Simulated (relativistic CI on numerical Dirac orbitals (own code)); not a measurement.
**d5 in a ligand field**

Computed with a parametric ligand-field model of a d^n configuration (Racah B and C, spin-orbit zeta, crystal field), exact diagonalisation.

Field parameters in Wybourne normalisation: Oh B⁴₀ = 21Dq, B⁴₄ = √(5/14) B⁴₀. The field is a parameter set, without covalency.

(1) Ground term and bands for B = 880, C = 3390, ζ = 0 cm⁻¹, Oh, 10Dq = 23760 cm⁻¹?

(2) Ground term and bands for B = 880, C = 3390, ζ = 0 cm⁻¹, Oh, 10Dq = 14960 cm⁻¹?

(3) Ground term and bands for B = 880, C = 3390, ζ = 0 cm⁻¹, Oh, 10Dq = 36080 cm⁻¹?

(4) Ground term and bands for B = 880, C = 3390, ζ = 0 cm⁻¹, Oh, 10Dq = 880 cm⁻¹?

(5) Ground term and bands for B = 880, C = 3390, ζ = 0 cm⁻¹, Oh, 10Dq = 34320 cm⁻¹?

## Answers

(1) Ground term 2T2 with 0.06 electrons in the two orbitals of the cubic e set. Spin-allowed: 2A2 19783 cm⁻¹ (505 nm), 2T1 20106 cm⁻¹ (497 nm), 2T2 22140 cm⁻¹ (452 nm), 2E 24067 cm⁻¹ (416 nm). Lowest spin-forbidden: 6A1 3020 cm⁻¹ (3311 nm), 4T1 7821 cm⁻¹ (1279 nm), 4T2 14111 cm⁻¹ (709 nm).

(2) Ground term 6A1 with 2.00 electrons in the two orbitals of the cubic e set. Spin-allowed: none. Lowest spin-forbidden: 4T1 13391 cm⁻¹ (747 nm), 2T2 13857 cm⁻¹ (722 nm), 4T2 18993 cm⁻¹ (526 nm). A high-spin d5 ion has no spin-allowed d-d band, hence its pale colour.

(3) Ground term 2T2 with 0.04 electrons in the two orbitals of the cubic e set. Spin-allowed: 2A2 31670 cm⁻¹ (316 nm), 2T1 31992 cm⁻¹ (313 nm), 2T2 34325 cm⁻¹ (291 nm), 2E 36223 cm⁻¹ (276 nm). Lowest spin-forbidden: 4T1 19694 cm⁻¹ (508 nm), 4T2 26313 cm⁻¹ (380 nm), 6A1 27059 cm⁻¹ (370 nm).

(4) Ground term 6A1 with 2.00 electrons in the two orbitals of the cubic e set. Spin-allowed: none. Lowest spin-forbidden: 4T1 25597 cm⁻¹ (391 nm), 4T2 25731 cm⁻¹ (389 nm), 4A1+E 25750 cm⁻¹ (388 nm). A high-spin d5 ion has no spin-allowed d-d band, hence its pale colour.

(5) Ground term 2T2 with 0.04 electrons in the two orbitals of the cubic e set. Spin-allowed: 2A2 29960 cm⁻¹ (334 nm), 2T1 30283 cm⁻¹ (330 nm), 2T2 32582 cm⁻¹ (307 nm), 2E 34486 cm⁻¹ (290 nm). Lowest spin-forbidden: 4T1 17986 cm⁻¹ (556 nm), 6A1 23607 cm⁻¹ (424 nm), 4T2 24575 cm⁻¹ (407 nm).
